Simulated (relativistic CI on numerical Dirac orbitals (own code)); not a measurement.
# Tl⁷¹⁺: sensitivity of the levels to the model

Base calculation: Dirac-Coulomb-Breit CI, KLI orbitals optimised for each configuration, QED by a radiative potential, unscaled Slater integrals.

Configuration list (outside the closed core 1s2): 2s2.2p6, 2s2.2p5.3s, 2s2.2p5.3p, 2s2.2p5.3d, 2s.2p6.3s, 2s.2p6.3p, 2s.2p6.3d, 2s2.2p5.4s, 2s2.2p5.4p, 2s2.2p5.4d, 2s2.2p5.4f, 2s2.2p4.3s2, 2s2.2p4.3s.3p, 2s2.2p5.5s, 2s.2p6.4s, 2s2.2p5.5p, 2s2.2p4.3s.3d, 2s2.2p4.3p2, 2s2.2p5.5d, 2s2.2p5.5f, 2s2.2p5.5g, 2s.2p6.4p, 2s.2p6.4d, 2s2.2p4.3p.3d, 2s.2p6.4f, 2s.2p5.3s2, 2s2.2p4.3d2, 2s.2p5.3s.3p, 2s.2p5.3s.3d, 2s.2p5.3p2, 2s.2p6.5s, 2s.2p5.3p.3d, 2s.2p6.5p, 2s.2p6.5d, 2s.2p6.5f, 2s.2p6.5g. Levels of other configurations are missing.

Variants: (1) configuration mixing switched off; (2) non-relativistic limit. Shifts of the energy above 2s2.2p6 1S_0, in eV, for the lowest level and the first level of each name with at least 55 % of one term (blank where a level changes its place among those of its configuration and J or its character, or is not in the variant):

```tsv
Level	Base	Δ(1)	Δ(2)
2s2.2p6 1S_0	0.0	0.0	0.0
2s2.2p5.3s 3P°_2	9989.4	-0.3	+575.5
2s2.2p5.3s 1P°_1	9999.1	-0.2	
2s2.2p5.3p 3D_3	10745.7	-0.6	-49.3
2s2.2p5.3p 1P_1	10746.4	-0.2	
2s2.2p5.3p 3P_2	10760.8	-0.6	
2s2.2p5.3p 1S_0	10825.9	+0.6	
2s2.2p5.3d 3P°_0	10924.6	-0.6	-66.4
2s2.2p5.3d 3P°_1	10935.7	-0.8	-77.6
2s2.2p5.3d 3F°_4	11063.4	-1.1	-193.2
2s2.2p5.3d 3D°_3	11083.0	-1.1	
2s2.2p5.3d 1P°_1	11115.0	-0.5	
2s2.2p5.3s 3P°_0	12104.2	+0.1	-1539.4
2s2.2p5.3s 3P°_1	12107.6	-0.4	
2s2.2p5.3p 3D_1	12271.0	-0.4	
2s2.2p5.3p 3P_0	12327.8	+1.0	
2s.2p6.3s 3S_1	12661.7	+2.0	-1663.4
2s.2p6.3s 1S_0	12704.4	-0.4	-1680.7
2s.2p6.3p 3P°_1	12839.0	+0.5	-1707.6
2s.2p6.3p 3P°_0	12840.1	-1.5	-1708.7
2s2.2p5.3d 3F°_2	13050.3	-1.2	
2s.2p6.3p 3P°_2	13426.5	-1.3	-2295.1
```

At this charge energies of transitions that change n are usually good to better than 1 %, and those within a shell (Δn = 0) to a few per cent.

Ionisation energy from the two ground configurations alone: base 19065.5 eV. The NIST ASD value (theoretical) is 19070 eV.

LS names give the leading component of a level, which can be under half, so a name can repeat, a term be missing and a line seem to break the LS rules.
